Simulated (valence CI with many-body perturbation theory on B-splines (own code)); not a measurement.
Tb XXXII: what each term of the Hamiltonian does

Calculated by valence CI with perturbative core correlation (CI+MBPT): six valence electrons over a frozen Dirac-Fock core [Ar] 3d10, a basis of 9 s, 9 p, 8 d, 6 f, 3 g, 1 h functions for each j, with the one-electron correlation potential Σ1 (screened to all orders), the two-electron term Σ2, the three-electron term Σ3, Breit, model QED; selected single and double excitations, second order for the rest, scaled by the run's own slope (own B-spline code, finite nucleus).

No measured spectrum was set against this ion. As an estimate, large intervals hold to a few tenths of a per cent, small ones and those within an open d or f shell to about a per cent. Among the levels kept, up to 630 cm⁻¹ of a level comes from second order outside the variational space, and about a tenth of that is noise between levels of different J, which matters for small intervals.

Each rung adds one term. CI alone is the Dirac-Coulomb CI over the frozen core; QED comes last and gives the full result, which names the levels. Energies are above (4s^2 4p1/2^2 4p3/2^2) J=2 on the same rung, in eV.

Levels are named by their leading jj configuration (3d3/2^4 stands for four electrons in 3d with j = 3/2), which in mixed levels can hold well under half, so a name can repeat and another be missing. Letters in brackets count levels of one name in rising energy.

```csv
Level,CI alone,Σ1,Σ2,Σ3,Breit,QED,Full
(4s^2 4p1/2^2 4p3/2^2) J=0,7.19,+0.004,-0.106,-0.033,+0.023,-0.004,7.07
(4s^2 4p1/2 4p3/2^3) J=1,44.74,+0.179,+0.161,+0.010,-0.529,+0.063,44.62
(4s^2 4p1/2 4p3/2^3) J=2,48.61,+0.180,+0.096,-0.007,-0.553,+0.066,48.39
(4s^2 4p3/2^4) J=0,96.39,+0.358,+0.219,-0.016,-1.065,+0.124,96.01
(4s 4p1/2^2 4p3/2^3) J=2,118.38,+0.026,+0.122,+0.079,-0.163,-0.406,118.04
(4s^2 4p1/2^2 4p3/2 4d3/2) J=1,121.09,-0.072,-0.038,+0.070,-0.205,-0.225,120.62
(4s^2 4p1/2^2 4p3/2 4d3/2) J=2,123.25,-0.089,-0.093,+0.061,-0.255,-0.183,122.69
(4s^2 4p1/2^2 4p3/2 4d3/2) J=0,124.20,-0.136,-0.157,+0.059,-0.224,-0.110,123.63
(4s^2 4p1/2^2 4p3/2 4d3/2) J=3,124.75,-0.132,-0.139,+0.051,-0.303,-0.097,124.13
(4s^2 4p1/2^2 4p3/2 4d5/2) J=4,133.20,-0.072,-0.166,+0.061,-0.520,-0.073,132.43
(4s 4p1/2^2 4p3/2^3) J=1,135.64,+0.040,-0.375,+0.036,-0.232,-0.380,134.73
(4s^2 4p1/2^2 4p3/2 4d5/2) J=2,139.87,-0.032,-0.437,+0.038,-0.452,-0.155,138.84
(4s^2 4p1/2^2 4p3/2 4d5/2) J=3,143.74,-0.066,-0.527,+0.015,-0.507,-0.074,142.58
(4s^2 4p1/2^2 4p3/2 4d5/2) J=1,148.77,-0.046,-0.552,-0.021,-0.457,-0.113,147.58
(4s^2 4p1/2 4p3/2^2 4d3/2) J=0,160.50,+0.131,+0.269,+0.089,-0.702,-0.232,160.06
(4s^2 4p1/2 4p3/2^2 4d3/2) J=1 [a],162.49,+0.065,+0.101,+0.088,-0.756,-0.097,161.89
(4s^2 4p1/2 4p3/2^2 4d3/2) J=2 [a],163.58,+0.035,+0.058,+0.088,-0.806,-0.035,162.92
(4s^2 4p1/2 4p3/2^2 4d3/2) J=3 [a],166.40,+0.040,+0.030,+0.076,-0.856,-0.033,165.65
(4s^2 4p1/2 4p3/2^2 4d5/2) J=0 [a],167.70,+0.146,+0.144,+0.090,-0.810,-0.211,167.06
(4s^2 4p1/2 4p3/2^2 4d3/2) J=4,170.31,+0.040,-0.005,+0.051,-0.883,-0.034,169.48
(4s^2 4p1/2 4p3/2^2 4d5/2) J=1 [a],170.39,+0.172,+0.056,+0.078,-0.835,-0.236,169.63
(4s^2 4p1/2 4p3/2^2 4d5/2) J=3 [a],173.13,+0.100,+0.039,+0.095,-1.037,-0.010,172.32
(4s^2 4p1/2 4p3/2^2 4d5/2) J=4 [a],174.08,+0.098,+0.026,+0.080,-1.035,-0.010,173.23
(4s^2 4p1/2 4p3/2^2 4d3/2) J=2 [b],174.60,+0.042,-0.123,+0.032,-0.821,-0.038,173.69
(4s^2 4p1/2 4p3/2^2 4d5/2) J=4 [b],178.53,+0.103,-0.013,+0.064,-1.084,-0.010,177.59
(4s^2 4p1/2 4p3/2^2 4d5/2) J=5,180.00,+0.104,-0.021,+0.051,-1.106,-0.017,179.01
(4s^2 4p1/2 4p3/2^2 4d3/2) J=1 [b],182.20,+0.080,-0.813,+0.012,-0.808,-0.088,180.58
(4s^2 4p1/2 4p3/2^2 4d3/2) J=2 [c],183.42,+0.054,-0.968,-0.007,-0.800,-0.067,181.63
(4s^2 4p1/2 4p3/2^2 4d3/2) J=3 [b],184.60,+0.040,-1.005,-0.026,-0.831,-0.037,182.74
(4s^2 4p1/2 4p3/2^2 4d5/2) J=2 [a],186.38,+0.105,-0.137,+0.017,-1.007,-0.011,185.34
(4s^2 4p1/2 4p3/2^2 4d5/2) J=0 [b],187.90,+0.149,-0.385,+0.023,-0.946,-0.127,186.62
```

The middle columns are the shifts that each term adds.

How does the ionisation energy move along the ladder, and which term matters most?

CI alone 1257.5, + Σ1 1258.9, + Σ2 1259.2, + Σ3 1258.7, + Breit 1258.0, + QED 1257.9 eV. The largest step is Σ1, 1.4 eV. NIST lists 1256 ± 4 eV (theoretical).
